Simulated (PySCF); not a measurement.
# What a mistake does to a calculation on B2H6NSi cation

These are calculations, not measurements. The program is PySCF 2.14.0, an open-source quantum chemistry code, run on an isolated molecule that a program drew, which may never have been made. The molecule is B2H6NSi cation (charge +1, singlet), drawn as the SMILES string `B[SiH2][B+]N`.

Each row is a Hartree-Fock (HF) and frozen-core CCSD(T) single point in the cc-pV(D+d)Z basis, meant for a local HF minimum. Run 1 is clean. Each other run has one planted mistake out of seven kinds, and not every kind appears here: one electron removed, one electron added, multiplicity raised by two, geometry at a saddle point, minimal basis STO-3G, one bond length entered in bohr, all coordinates scaled. The reference is restricted for singlets and unrestricted otherwise, and also for a bond in bohr. Adding or removing an electron swaps singlet and doublet. Electrons count all cores. HOMO and LUMO are orbital energies over both spins, the gradient is its largest component, and the lowest frequency (negative if imaginary) is given only where the gradient is small. Bond lengths are over the 9 bonds as drawn. T1 is the CCSD diagnostic: over 0.02 (restricted) or 0.045 (unrestricted) a single reference is doubtful.

Geometry of the clean run:
```xyz
10
B2H6NSi cation, angstrom
B    -0.1428    2.8094    0.7160
Si   -0.1581    1.8259   -1.0832
B     0.6894   -0.0405   -0.8471
N     1.2369   -1.2350   -0.6771
H     0.3098    2.3256    1.7080
H    -0.6121    3.9050    0.7317
H     0.7010    2.4273   -2.1210
H    -1.5013    1.4954   -1.5960
H     1.3472   -1.8996   -1.4289
H     1.5806   -1.5625    0.2136
```

```
run  electrons  basis functions  <S^2>  HOMO (eV)  LUMO (eV)  gradient (hartree/bohr)  lowest frequency (cm^-1)  mean bond (Å)  longest bond (Å)      T1  HF (hartree)  CCSD(T) (hartree)                          mistake
  1         36               95  0.000     -15.97      -3.87                  1.6e-05                        74         1.4215             2.063  0.0154    -395.99079         -396.46364                         no fault
  2         36               95  1.016     -14.74      -4.92                  1.4e-02                         -         1.5524             2.504  0.0208    -395.78057         -396.22098  one bond length entered in bohr
  3         35               95  0.760     -23.09     -13.49                  8.1e-02                         -         1.4215             2.063  0.0176    -395.45123         -395.89888                                ?
  4         37               95  0.765      -5.03       0.64                  3.5e-02                         -         1.4215             2.063  0.0263    -396.13470         -396.63314                                ?
```

**Which mistake was planted in run 3, and what did it cost?**

It counts 35 electrons, one fewer than the clean run, at the same geometry and basis. So the mistake is: one electron removed. Subtracting run 1 and multiplying by 627.51 kcal/mol a hartree, the energy moved by 338.6 kcal/mol in HF and 354.4 kcal/mol in CCSD(T).

**Which mistake was planted in run 4, and what did it cost?**

It counts 37 electrons, one more than the clean run, at the same geometry and basis. So the mistake is: one electron added. Subtracting run 1 and multiplying by 627.51 kcal/mol a hartree, the energy moved by -90.3 kcal/mol in HF and -106.4 kcal/mol in CCSD(T).

